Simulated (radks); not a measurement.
The numbers below are computed, except where a source is named.
Ti8+, configuration [Ne] 3s2 3p2.

Level of theory: non-relativistic Kohn-Sham, BLYP, spin-polarised, spherical densities, point nucleus; open shells are filled with parallel spins first (a radial shooting solver on a logarithmic mesh with Libxc functionals).

Energy parts (hartree):
total: -826.60071
kinetic: 826.06791
electron-nucleus: -1869.51156
Hartree: 253.99897
exchange-correlation: -37.15603

Orbitals (lengths in bohr, moments of r in powers of bohr; <r^-3> diverges for s and p1/2):
orbital  occ.  eigenvalue (hartree)  <r^-3>      <r>
1s up       1             -184.3025       -  0.07016
1s down     1             -184.2651       -  0.07015
2s up       1             -25.71957       -   0.3259
2s down     1             -25.68714       -   0.3257
2p up       3             -22.56131   261.8   0.2886
2p down     3             -22.51548   261.5   0.2885
3s up       1              -7.54026       -   0.9014
3s down     1              -7.35013       -   0.9053
3p up       2              -6.63110   43.24   0.9141
3p down     0              -6.44611   43.06   0.9194
3d up       0              -5.23729   4.882   0.9007
3d down     0              -5.07501   4.938   0.9049
4s up       0              -3.40595       -    1.862
4s down     0              -3.36379       -    1.883

The highest occupied level is 3p up at -180.44 eV. The spin density at the nucleus is -0.4430 e/bohr^3 (1s -0.8165, 2s 0.1391, 3s 0.2344), a Fermi contact field of -23.2 T. For comparison, the ionisation energy in NIST's Atomic Spectra Database is 192.1 eV (semi-empirical). In exact Kohn-Sham theory the highest level is minus the ionisation energy, but local and semilocal functionals leave it too shallow, through self-interaction and a potential that decays too fast; potentials with the right tail come closer. Summed over all electrons, <r^2> = 4.661 bohr^2, which gives a Langevin (diamagnetic) susceptibility term of -3.69 x 10^-6 cm^3/mol. The density falls to 0.001 e/bohr^3 at r = 2.09 bohr. The electron density at the nucleus is 7171 e/bohr^3. Virial ratio -V/T = 2.00064.
